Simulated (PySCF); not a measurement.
Electronic structure of Zr⁺ (zirconium, charge +1) at the UHF level

Configuration: [Kr] 4d1 5s1 5p1, one real determinant (an excited configuration). All numbers are calculated (PySCF 2.14, scalar relativity by spin-free X2C-1e, in ANO-RCC-VTZP).

```json
{
 "Total energy": "-3595.740922 hartree",
 "One-electron energy": "-4950.0148 hartree",
 "Hartree (Coulomb) energy": "1467.0627 hartree",
 "Exchange energy": "-112.7888 hartree",
 "⟨S²⟩": "3.7539",
 "⟨L²⟩": "9.240",
 "Sum of ⟨r⟩": "29.20 bohr",
 "Sum of ⟨r²⟩": "55.56 bohr²",
 "Traceless quadrupole moment −½Σ⟨3z² − r²⟩ along its main axis": "-4.85 e·bohr²",
 "Langevin diamagnetic susceptibility": "-44.0 ×10⁻⁶ cm³/mol"
}
```

```tsv
shell	electrons	mean orbital energy (hartree)	spread (hartree)	rms radius, mean of both spins (bohr)
1s α	1	-665.40593	0	0.0426
1s β	1	-665.40395	0	0.0426
2s α	1	-95.19146	0	0.176
2s β	1	-95.18245	0	0.176
2p α	3	-84.73032	0.00160	0.157
2p β	3	-84.72258	0.00155	0.157
3s α	1	-17.08254	0	0.487
3s β	1	-17.07366	0	0.487
3p α	3	-13.56841	0.00603	0.496
3p β	3	-13.56088	0.00066	0.496
3d α	5	-7.78901	0.02670	0.495
3d β	5	-7.77674	0.00639	0.495
4s α	1	-2.91625	0	1.29
4s β	1	-2.85241	0	1.29
4p α	3	-1.90408	0.01422	1.45
4p β	3	-1.82615	0.02762	1.45
4d α	1	-0.67218	0	2.15
5s α	1	-0.55405	0	3.29
5p α	1	-0.36620	0	4.42
```

⟨L²⟩ = 9.24 against 12 for a pure F term, so this real determinant mixes terms.

Densities and radii are taken from the X2C orbitals without a picture-change correction, which distorts them close to the nucleus.

Spin-orbit constants ζ (cm⁻¹) from the X2C one-electron operator on these orbitals: bare nucleus, nucleus screened by l(l+1)(2l+1)/3 electrons, and screened by the Breit-Pauli mean field of the electrons.

| shell | bare | screened nucleus | mean field |
| --- | --- | --- | --- |
| 2p | 470100 | 446600 | n/a |
| 3p | 75580 | 71800 | n/a |
| 3d | 10370 | 7774 | n/a |
| 4p | 8981 | 8532 | n/a |
| 4d | 620.2 | 465.2 | n/a |
| 5p | 724.5 | 688.2 | n/a |

To first order the Landé constant is A = 179.8 cm⁻¹, so the lowest level has J = 3/2 and lies 0.134 eV below the centre of the term. This holds in LS coupling only.
